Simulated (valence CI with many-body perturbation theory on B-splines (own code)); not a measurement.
## E1 transitions of Bi⁺

Calculated by configuration interaction combined with many-body perturbation theory (CI+MBPT): four valence electrons over a frozen Dirac-Fock core [Xe] 4f14 5d10, radial functions for each j: 11 s, 11 p, 10 d, 8 f, 5 g, 2 h, with the one-electron correlation potential Σ1 (screened to all orders), the two-electron term Σ2, the three-electron term Σ3, Breit, model QED; selected single and double excitations, second order for the rest, scaled by the run's own slope (own B-spline code, finite nucleus).

Set against measurement, 25 paired levels are off by 185 cm⁻¹ on average, the worst by 535. These come from a selection out of the NIST Handbook of Basic Atomic Spectroscopic Data. Levels without a partner in it may be off by more. Among the levels kept, up to 480 cm⁻¹ of a level comes from second order outside the variational space, and about a tenth of that is noise between levels of different J, which matters for small intervals.

Lines 251 to 300 of 500 in falling wavelength, among levels below 15.462 eV, chosen from the strongest by gf and those to the six lowest levels. Wavelengths and rates use the calculated energies, so an error of 200 cm⁻¹ moves a line at 6718 Å by 1.3 % and its rate by three times that or more. Electric multipoles are in the length gauge, E1 and E2 with the static RPA response of the core. Weak lines are less certain than strong ones. Lines between different terms over intervals too small for the method are left out, as are lines whose strength nearly cancels. Where a level lies close to another of its J and parity, the split of strength between their lines is uncertain. The highest levels of a list are the least certain.

Levels are named by their leading jj configuration (3d3/2^4 stands for four electrons in 3d with j = 3/2), which in mixed levels can hold well under half, so a name can repeat and another be missing. Letters in brackets count levels of one name in rising energy.

```
λ vac (Å)  λ from measured levels                       Upper                       Lower   A (s⁻¹)  S (a.u.) with core polarisation  S without
     6843                              (6s^2 6p1/2 9d3/2) J=1      (6s^2 6p1/2 8p1/2) J=0  4.71e+06                         2.24e+00   2.25e+00
     6737                              (5f5/2 6s^2 6p1/2) J=2         (6s^2 6p3/2 7s) J=1  8.54e+06                         6.45e+00   6.58e+00
     6718                    6602      (6s^2 6p1/2 7p1/2) J=1         (6s^2 6p1/2 7s) J=0  1.87e+07                         8.40e+00   8.59e+00
     6653                                 (6s^2 6p3/2 8s) J=2      (6s^2 6p3/2 7p1/2) J=2  1.39e+07                         1.01e+01   1.00e+01
     6591                              (6s^2 6p3/2 7p1/2) J=1         (6s^2 6p3/2 7s) J=1  3.76e+07                         1.60e+01   1.62e+01
     6558                              (6s^2 6p1/2 9d3/2) J=2      (6s^2 6p1/2 8p1/2) J=1  1.27e+07                         8.83e+00   8.86e+00
     6505                              (6s^2 6p1/2 6g7/2) J=3      (6s^2 6p3/2 7p1/2) J=2  5.06e+06                         4.81e+00   4.84e+00
     6443                              (6s^2 6p1/2 9d5/2) J=3      (6s^2 6p3/2 7p1/2) J=2  4.90e+06                         4.53e+00   4.56e+00
     6431                              (6s^2 6p3/2 7p3/2) J=2      (6s 6p1/2^2 6p3/2) J=1  3.28e+06                         2.15e+00   2.20e+00
     6332                                 (6s^2 6p3/2 8s) J=1      (6s^2 6p3/2 7p1/2) J=2  4.01e+06                         1.51e+00   1.49e+00
     6307                          (6s 6p1/2 6p3/2^2) J=1 [b]      (6s^2 6p3/2 7p1/2) J=1  5.54e+06                         2.06e+00   2.06e+00
     6297                              (5f5/2 6s^2 6p1/2) J=2         (6s^2 6p3/2 7s) J=2  1.67e+07                         1.03e+01   1.05e+01
     6276                              (6s^2 6p1/2 7f5/2) J=3      (6s^2 6p1/2 7d3/2) J=2  1.57e+07                         1.34e+01   1.36e+01
     6254                    6054      (5f7/2 6s^2 6p1/2) J=3         (6s^2 6p3/2 7s) J=2  4.42e+06                         3.73e+00   3.80e+00
     6251                              (6s^2 6p3/2 6d3/2) J=0      (6s^2 6p1/2 7p1/2) J=1  1.26e+07                         1.52e+00   1.52e+00
     6224                                 (6s^2 6p3/2 8s) J=2      (6s^2 6p3/2 7p1/2) J=1  1.14e+07                         6.77e+00   6.72e+00
     6222                              (6s^2 6p1/2 7f5/2) J=2      (6s^2 6p1/2 7d3/2) J=2  2.10e+06                         1.25e+00   1.26e+00
     6177                              (6s^2 6p1/2 6g9/2) J=5      (5f7/2 6s^2 6p1/2) J=4  2.20e+07                         2.81e+01   2.83e+01
     6170                              (6s^2 6p3/2 7p1/2) J=2         (6s^2 6p3/2 7s) J=1  7.59e+06                         4.40e+00   4.52e+00
     6169                              (6s^2 6p3/2 7p1/2) J=1         (6s^2 6p3/2 7s) J=2  3.06e+07                         1.06e+01   1.09e+01
     6140                                 (6s^2 6p3/2 8s) J=2      (5f7/2 6s^2 6p1/2) J=3  4.99e+06                         2.85e+00   2.84e+00
     6099                                 (6s^2 6p3/2 8s) J=2      (5f5/2 6s^2 6p1/2) J=2  1.10e+07                         6.19e+00   6.14e+00
     6086                                 (6s^2 6p1/2 8s) J=1      (6s^2 6p1/2 7p1/2) J=1  1.64e+07                         5.46e+00   5.45e+00
     6079                              (6s^2 6p1/2 6g7/2) J=4      (5f5/2 6s^2 6p1/2) J=3  2.18e+07                         2.18e+01   2.20e+01
     6040                              (6s^2 6p1/2 9d3/2) J=1      (6s^2 6p3/2 7p1/2) J=1  1.14e+07                         3.73e+00   3.71e+00
     6022                    5975      (6s^2 6p1/2 7d3/2) J=2      (6s^2 6p1/2 7p3/2) J=2  1.78e+07                         9.57e+00   9.64e+00
     6016                              (6s^2 6p1/2 6g9/2) J=4      (5f7/2 6s^2 6p1/2) J=3  2.06e+07                         1.99e+01   2.00e+01
     6014                              (6s^2 6p1/2 6f7/2) J=3  (6s^2 6p3/2 6d5/2) J=2 [a]  4.27e+06                         3.21e+00   3.25e+00
     5974                              (6s^2 6p1/2 6g7/2) J=3      (5f5/2 6s^2 6p1/2) J=2  1.42e+07                         1.05e+01   1.05e+01
     5950                              (6s^2 6p3/2 6d3/2) J=1      (6s^2 6p1/2 7p1/2) J=1  1.19e+07                         3.73e+00   3.67e+00
     5942                                 (6s^2 6p3/2 8s) J=1      (6s^2 6p3/2 7p1/2) J=1  2.06e+07                         6.41e+00   6.39e+00
     5926                                 (6s^2 6p1/2 8s) J=0      (6s^2 6p1/2 7p1/2) J=1  2.75e+07                         2.82e+00   2.79e+00
     5903                              (6s^2 6p1/2 9p3/2) J=2         (6s^2 6p1/2 8s) J=1  2.79e+06                         1.42e+00   1.44e+00
     5798                              (6s^2 6p3/2 7p1/2) J=2         (6s^2 6p3/2 7s) J=2  3.10e+07                         1.49e+01   1.52e+01
     5792                    5721      (6s^2 6p1/2 7p1/2) J=0         (6s^2 6p1/2 7s) J=1  7.79e+07                         7.47e+00   7.66e+00
     5519                              (6s^2 6p1/2 7f7/2) J=4      (6s^2 6p3/2 6d3/2) J=3  1.11e+07                         8.32e+00   8.43e+00
     5439                              (6s^2 6p1/2 7d3/2) J=1      (6s^2 6p1/2 7p3/2) J=1  1.16e+07                         2.77e+00   2.80e+00
     5367                              (6s^2 6p3/2 7p3/2) J=1         (6s^2 6p3/2 7s) J=1  4.74e+07                         1.09e+01   1.10e+01
     5350                    5272      (6s^2 6p1/2 7p3/2) J=1         (6s^2 6p1/2 7s) J=1  3.64e+07                         8.26e+00   8.40e+00
     5299                              (6s^2 6p1/2 8p3/2) J=1         (6s^2 6p3/2 7s) J=2  1.32e+07                         2.91e+00   2.98e+00
     5288                    5211      (6s^2 6p1/2 7p3/2) J=2         (6s^2 6p1/2 7s) J=1  1.09e+08                         3.97e+01   4.05e+01
     5249                              (6s^2 6p1/2 7d5/2) J=2      (6s^2 6p1/2 7p3/2) J=2  6.77e+06                         2.41e+00   2.43e+00
     5225                              (6s^2 6p1/2 8p3/2) J=2         (6s^2 6p3/2 7s) J=2  1.55e+07                         5.46e+00   5.56e+00
     5214                    5146      (6s^2 6p1/2 7p3/2) J=1         (6s^2 6p1/2 7s) J=0  7.78e+07                         1.63e+01   1.66e+01
     5213                    5126      (6s^2 6p3/2 7p3/2) J=3         (6s^2 6p3/2 7s) J=2  1.01e+08                         4.95e+01   5.05e+01
     5190                              (6s^2 6p1/2 7d5/2) J=2      (6s^2 6p1/2 7p3/2) J=1  8.76e+07                         3.02e+01   3.05e+01
     5118                              (6s^2 6p1/2 7d5/2) J=3      (6s^2 6p1/2 7p3/2) J=2  7.56e+07                         3.50e+01   3.53e+01
     5084                              (6s^2 6p3/2 7p3/2) J=1         (6s^2 6p3/2 7s) J=2  4.56e+07                         8.88e+00   9.13e+00
     5064                              (6s^2 6p3/2 7p3/2) J=2         (6s^2 6p3/2 7s) J=1  6.62e+07                         2.12e+01   2.16e+01
     5047                              (6s^2 6p1/2 7d3/2) J=1      (6s^2 6p1/2 7p1/2) J=0  2.98e+07                         5.68e+00   5.73e+00
```
